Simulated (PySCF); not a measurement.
## Partial charges of perfluoropropionyl chloride

Compound: perfluoropropionyl chloride, C3ClF5O.
Z-matrix (Å and degrees, PBE0-D3(BJ)/def2-SVP geometry), rows numbered from 1:
```
O 
C   1  1.1794
Cl  2  1.7468  1  124.30
C   2  1.5484  1  122.63  3  -179.07
F   4  1.3337  2  107.98  1   -23.84
F   4  1.3348  2  111.01  1  -143.84
C   4  1.5451  2  112.14  1    94.72
F   7  1.3252  4  109.46  2   -55.84
F   7  1.3207  4  109.61  2  -175.76
F   7  1.3249  4  110.31  2    64.03
```

Density: PBE0/pcSseg-1 (PySCF); schemes: Mulliken, IAO, Hirshfeld and ESP-fitted. The structure is a single PBE0-D3(BJ)/def2-SVP conformer in the gas phase; no vibrational or solvent corrections.

Problem. Do the Mulliken, IAO, Hirshfeld and ESP-fitted schemes agree on where the charge is lowest?

Solution. The schemes don't all agree: Mulliken F5 (-0.251); IAO O1 (-0.294); Hirshfeld O1 (-0.168); ESP-fitted O1 (-0.325).

Problem. Do the Mulliken, IAO, Hirshfeld and ESP-fitted schemes agree on where the charge is highest?

Solution. The schemes don't all agree: Mulliken C7 (+0.818); IAO C7 (+0.792); Hirshfeld C7 (+0.239); ESP-fitted C2 (+0.420).

Problem. Give the atomic charges in each scheme.

Solution. In e:

```json
{"atom": "O1", "environment": "carbonyl oxygen", "Mulliken": "-0.243", "IAO": "-0.294", "Hirshfeld": "-0.168", "ESP-fitted": "-0.325"}
{"atom": "C2", "environment": "acyl halide carbon", "Mulliken": "+0.233", "IAO": "+0.312", "Hirshfeld": "+0.153", "ESP-fitted": "+0.420"}
{"atom": "Cl3", "environment": "chlorine bonded to C", "Mulliken": "-0.028", "IAO": "-0.012", "Hirshfeld": "-0.010", "ESP-fitted": "-0.072"}
{"atom": "C4", "environment": "CF2 carbon", "Mulliken": "+0.447", "IAO": "+0.491", "Hirshfeld": "+0.150", "ESP-fitted": "+0.265"}
{"atom": "F5", "environment": "fluorine of a CF2 group", "Mulliken": "-0.251", "IAO": "-0.254", "Hirshfeld": "-0.069", "ESP-fitted": "-0.126"}
{"atom": "F6", "environment": "fluorine of a CF2 group", "Mulliken": "-0.250", "IAO": "-0.261", "Hirshfeld": "-0.074", "ESP-fitted": "-0.153"}
{"atom": "C7", "environment": "CF3 carbon", "Mulliken": "+0.818", "IAO": "+0.792", "Hirshfeld": "+0.239", "ESP-fitted": "+0.328"}
{"atom": "F8", "environment": "fluorine of a CF3 group", "Mulliken": "-0.243", "IAO": "-0.261", "Hirshfeld": "-0.074", "ESP-fitted": "-0.113"}
{"atom": "F9", "environment": "fluorine of a CF3 group", "Mulliken": "-0.239", "IAO": "-0.252", "Hirshfeld": "-0.071", "ESP-fitted": "-0.094"}
{"atom": "F10", "environment": "fluorine of a CF3 group", "Mulliken": "-0.243", "IAO": "-0.262", "Hirshfeld": "-0.077", "ESP-fitted": "-0.131"}
```

Mean size of the charges over all atoms: IAO 0.319 e, Mulliken 0.300 e, ESP-fitted 0.203 e, Hirshfeld 0.108 e. Each set sums to the total charge, 0, to within 0.001 e. The ESP scheme is a least-squares fit of atom-centred charges to the potential on four shells outside the van der Waals surface, with the total charge fixed. The Mulliken scheme counts on each atom the diagonal of the density matrix times the overlap matrix over that atom's basis functions.

Problem. How closely do the schemes follow one another over all atoms?

Solution. Correlation coefficient and root-mean-square difference: Mulliken with IAO 1.00, 0.036 e; IAO with Hirshfeld 0.97, 0.252 e; Hirshfeld with ESP-fitted 0.97, 0.116 e; Mulliken with Hirshfeld 0.95, 0.242 e; IAO with ESP-fitted 0.90, 0.194 e; Mulliken with ESP-fitted 0.86, 0.198 e.

Problem. How many electrons does the ESP-fitted scheme count on C4?

Solution. Z − q = 6 − (+0.265) = 5.735.

Problem. Sum the charges by element, for elements with more than one atom.

Solution. 
```csv
element,atoms,Mulliken,IAO,Hirshfeld,ESP-fitted
C,3,+1.498,+1.595,+0.542,+1.013
F,5,-1.227,-1.289,-0.365,-0.616
```

These values come from a run that also computed NMR shieldings. Hardware: one thread, Arm Neoverse V2 (aarch64), shared host. Cost: 17 s, 1.1 GiB resident at most.
